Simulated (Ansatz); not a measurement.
Reaction (ligand exchange at the Si–C bond): `C[SiH2]C[SiH2]F` + `C#CSS` → `C#CSS[SiH2]C` + `C[SiH2]F`

Gas-phase electronic energies from Ansatz, PBE0-D4/def2-TZVP geometries. CCSD(T)/CBS is the MP2 limit (def2-TZVPP, def2-QZVPP) plus CCSD(T) − MP2 in def2-TZVPP, frozen cores. Functionals use def2-TZVPP. B3LYP here is the variant with VWN-RPA as its local correlation; programs differ in this. One conformer a species, not always the lowest.

```json
{"level": "PBE-D4", "ΔE (kcal/mol)": "-14.3", "difference from CCSD(T)/CBS": "-0.1"}
{"level": "r2SCAN-D4", "ΔE (kcal/mol)": "-14.4", "difference from CCSD(T)/CBS": "-0.2"}
{"level": "PBE0-D4", "ΔE (kcal/mol)": "-14.1", "difference from CCSD(T)/CBS": "0.1"}
{"level": "B3LYP-D4", "ΔE (kcal/mol)": "-14.1", "difference from CCSD(T)/CBS": "0.1"}
{"level": "ωB97X-V", "ΔE (kcal/mol)": "-13.3", "difference from CCSD(T)/CBS": "0.9"}
{"level": "ωB97M-V", "ΔE (kcal/mol)": "-13.3", "difference from CCSD(T)/CBS": "0.9"}
{"level": "B2PLYP", "ΔE (kcal/mol)": "-14.3", "difference from CCSD(T)/CBS": "-0.1"}
{"level": "PBE", "ΔE (kcal/mol)": "-14.3", "difference from CCSD(T)/CBS": "-0.1"}
{"level": "r2SCAN", "ΔE (kcal/mol)": "-14.4", "difference from CCSD(T)/CBS": "-0.2"}
{"level": "PBE0", "ΔE (kcal/mol)": "-14.1", "difference from CCSD(T)/CBS": "0.1"}
{"level": "B3LYP", "ΔE (kcal/mol)": "-14.0", "difference from CCSD(T)/CBS": "0.2"}
{"level": "HF/def2-TZVPP", "ΔE (kcal/mol)": "-13.8", "difference from CCSD(T)/CBS": "0.4"}
{"level": "MP2/def2-TZVPP", "ΔE (kcal/mol)": "-14.7", "difference from CCSD(T)/CBS": "-0.5"}
{"level": "SCS-MP2/def2-TZVPP", "ΔE (kcal/mol)": "-14.2", "difference from CCSD(T)/CBS": "0.0"}
{"level": "CCSD/def2-TZVPP", "ΔE (kcal/mol)": "-13.0", "difference from CCSD(T)/CBS": "1.2"}
{"level": "CCSD(T)/def2-TZVPP", "ΔE (kcal/mol)": "-13.4", "difference from CCSD(T)/CBS": "0.8"}
{"level": "HF/def2-QZVPP", "ΔE (kcal/mol)": "-13.8", "difference from CCSD(T)/CBS": "0.4"}
{"level": "MP2/def2-QZVPP", "ΔE (kcal/mol)": "-15.2", "difference from CCSD(T)/CBS": "-1.0"}
{"level": "SCS-MP2/def2-QZVPP", "ΔE (kcal/mol)": "-14.7", "difference from CCSD(T)/CBS": "-0.5"}
{"level": "HF/CBS(def2)", "ΔE (kcal/mol)": "-13.8", "difference from CCSD(T)/CBS": "0.4"}
{"level": "MP2/CBS(def2)", "ΔE (kcal/mol)": "-15.5", "difference from CCSD(T)/CBS": "-1.3"}
{"level": "CCSD/CBS(def2)", "ΔE (kcal/mol)": "-13.8", "difference from CCSD(T)/CBS": "0.4"}
{"level": "CCSD(T)/CBS", "ΔE (kcal/mol)": "-14.2", "difference from CCSD(T)/CBS": "0"}
```

Largest T1 diagnostic among the species: 0.014.
